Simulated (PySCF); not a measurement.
The group X on SiH2Cl-X is varied. Isolated molecules, 0 K electronic values unless said otherwise. One relaxed conformer stands for each flexible species; it need not be the lowest. Strings in code marks are SMILES.

Level of theory: B3LYP-D3(BJ)/def2-TZVP // PBE0-D4/def2-TZVP (PySCF). B3LYP has the VWN-RPA correlation part, as in Gaussian. Delta-SCF ions had no search for a lower state. Excitations are Tamm–Dancoff values on a coarser integration grid. The basis has no diffuse functions, so Rydberg states are missing or too high.

```
species                                                                            T1 excitation (TDA) (eV)  HOMO–LUMO gap (eV)  vertical ionisation energy (Delta-SCF) (eV)  S1 oscillator strength  S1 excitation (TDA) (eV)
---------------------------------------------------------------------------------  ------------------------  ------------------  -------------------------------------------  ----------------------  ------------------------
X = isopropyl (`CC(C)[SiH2]Cl` (C–C–Si–Cl torsion 177°))                                                  …                8.17                                        10.05                       …                      7.10
X = fluoro (`[SiH2](Cl)F`)                                                                             7.31                8.86                                        11.68                   0.006                      7.66
X = carboxy (`[SiH2](Cl)C(O)=O` (Si–C–O–H torsion -180°, O–C–Si–Cl torsion 179°))                         …                6.65                                        10.28                   0.005                         …
X = siloxy (`[SiH3]O[SiH2]Cl` (Si–O–Si–Cl torsion 41°))                                                   …                8.26                                        10.69                   0.000                      7.22
```

Q: Complete the blanks.

A: 
- X = isopropyl (`CC(C)[SiH2]Cl` (C–C–Si–Cl torsion 177°)), T1 excitation (TDA) (eV): 6.79
- X = isopropyl (`CC(C)[SiH2]Cl` (C–C–Si–Cl torsion 177°)), S1 oscillator strength: 0.008
- X = carboxy (`[SiH2](Cl)C(O)=O` (Si–C–O–H torsion -180°, O–C–Si–Cl torsion 179°)), T1 excitation (TDA) (eV): 4.40
- X = carboxy (`[SiH2](Cl)C(O)=O` (Si–C–O–H torsion -180°, O–C–Si–Cl torsion 179°)), S1 excitation (TDA) (eV): 5.09
- X = siloxy (`[SiH3]O[SiH2]Cl` (Si–O–Si–Cl torsion 41°)), T1 excitation (TDA) (eV): 6.94
